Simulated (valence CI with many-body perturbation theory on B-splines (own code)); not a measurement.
Level structure of Nd29+

Level of theory: configuration interaction combined with many-body perturbation theory (CI+MBPT): three valence electrons over a frozen Dirac-Fock core [Ar] 3d10, radial functions for each j: 11 s, 11 p, 9 d, 7 f, 5 g, 2 h, 1 i, with the one-electron correlation potential Σ1 (screened to all orders), the two-electron term Σ2, the three-electron term Σ3, Breit, model QED; selected single and double excitations, second order for the rest (own B-spline code, finite nucleus).

No measured spectrum was set against this ion. As an estimate, large intervals hold to a few tenths of a per cent, small ones and those within an open d or f shell to about a per cent.

Levels 46 to 72 of 72, with energies above the lowest level, (4s^2 4p1/2) J=1/2. "Leading %" is the weight of the configuration and term that name the level; weights of strongly mixed levels are sums over their largest components and can fall short. In the jj column 3d3/2^4 stands for four electrons in 3d with j = 3/2. Lifetimes count E1, E2, E3, M1 and M2 decay at the calculated energies, and are blank where another channel may lead or the interval is too uncertain; long ones can be off by a factor of two.

```csv
No.,Configuration,Term,J,E (cm⁻¹),Leading %,Second component,Lifetime,g,Leading jj
46,4p2.4d,4F,3/2,2380700,36,32 % 4p2.4d 2P,6.70 ps,0.958,4p1/2 4p3/2 4d3/2 (94 %)
47,4p2.4d,2G,7/2,2382100,40,29 % 4p2.4d 2F,17.4 ps,1.061,4p1/2 4p3/2 4d3/2 (86 %)
48,4p2.4d,4D,1/2,2384600,83,15 % 4p2.4d 2P,7.17 ps,0.139,4p1/2 4p3/2 4d3/2 (98 %)
49,4p2.4d,4D,7/2,2420500,42,40 % 4p2.4d 4F,12.9 ps,1.302,4p1/2 4p3/2 4d5/2 (95 %)
50,4p2.4d,2G,9/2,2444200,54,41 % 4p2.4d 4F,16.6 ps,1.204,4p1/2 4p3/2 4d5/2 (94 %)
51,4p2.4d,2P,3/2,2453900,34,34 % 4p2.4d 4D,3.77 ps,1.120,4p1/2 4p3/2 4d5/2 (65 %)
52,4p2.4d,4P,5/2,2455800,30,21 % 4p2.4d 4F,3.38 ps,1.214,4p1/2 4p3/2 4d5/2 (60 %)
53,4p2.4d,2D,5/2,2479500,37,31 % 4p2.4d 4D,2.72 ps,1.225,4p1/2 4p3/2 4d5/2 (45 %)
54,4p2.4d,4P,3/2,2482600,47,36 % 4p2.4d 2P,2.27 ps,1.445,4p1/2 4p3/2 4d3/2 (62 %)
55,4p2.4d,4P,1/2,2485400,43,27 % 4p2.4d 2S,2.09 ps,1.903,4p1/2 4p3/2 4d3/2 (90 %)
56,4p2.4d,2F,7/2,2490200,34,26 % 4p2.4d 2G,6.07 ps,1.087,4p1/2 4p3/2 4d5/2 (72 %)
57,4p2.4d,2D,5/2,2510900,38,17 % 4p2.4d 4P,3.12 ps,1.159,4p1/2 4p3/2 4d5/2 (68 %)
58,4p2.4d,2D,3/2,2550600,70,10 % 4p2.4d 2P,4.35 ps,0.876,4p1/2 4p3/2 4d5/2 (83 %)
59,4p2.4d,2P,1/2,2557400,68,25 % 4p2.4d 2S,3.25 ps,0.996,4p1/2 4p3/2 4d5/2 (89 %)
60,4s.4p.4f,4G,5/2,2593500,72,15 % 4s.4p.4f 4F,4.25 ps,0.694,4s 4p1/2 4f5/2 (88 %)
61,4s.4p.4f,4G,7/2,2604700,50,28 % 4s.4p.4f 4F,5.27 ps,1.082,4s 4p1/2 4f7/2 (56 %)
62,4s.4p.4f,4F,9/2,2621200,31,28 % 4s.4p.4f 4G,12.7 ps,1.208,4s 4p1/2 4f7/2 (74 %)
63,4s.4p.4f,4F,3/2,2624600,56,10 % 4s.4p.4f 2D,5.23 ps,0.572,4s 4p1/2 4f5/2 (77 %)
64,4s.4p.4f,4F,5/2,2629400,32,25 % 4s.4p.4f 4D,4.81 ps,1.082,4s 4p1/2 4f5/2 (52 %)
65,4s.4p.4f,4D,7/2,2631600,42,30 % 4s.4p.4f 2F,4.20 ps,1.244,4s 4p1/2 4f7/2 (62 %)
66,4p2.4d,4D,7/2,2662900,39,31 % 4p2.4d 2F,10.1 ps,1.241,4p3/2^2 4d5/2 (80 %)
67,4p2.4d,2P,1/2,2666800,56,24 % 4p2.4d 4P,2.96 ps,1.051,4p3/2^2 4d3/2 (60 %)
68,4p2.4d,2D,3/2,2673800,31,29 % 4p2.4d 4P,2.21 ps,1.149,4p3/2^2 4d3/2 (85 %)
69,4p2.4d,4P,5/2,2676500,19,17 % 4p2.4d 4D,2.23 ps,1.196,4p3/2^2 4d3/2 (65 %)
70,4s.4p.4f,2G,7/2,2681900,28,22 % 4s.4p.4f 2F,4.27 ps,1.064,4s 4p1/2 4f7/2 (47 %)
71,4p2.4d,4F,9/2,2682200,52,27 % 4p2.4d 2G,5.69 ps,1.233,4p3/2^2 4d5/2 (78 %)
72,4p2.4d,2F,7/2,2701900,44,26 % 4s.4p.4f 2G,2.48 ps,1.034,4p3/2^2 4d3/2 (33 %)
```
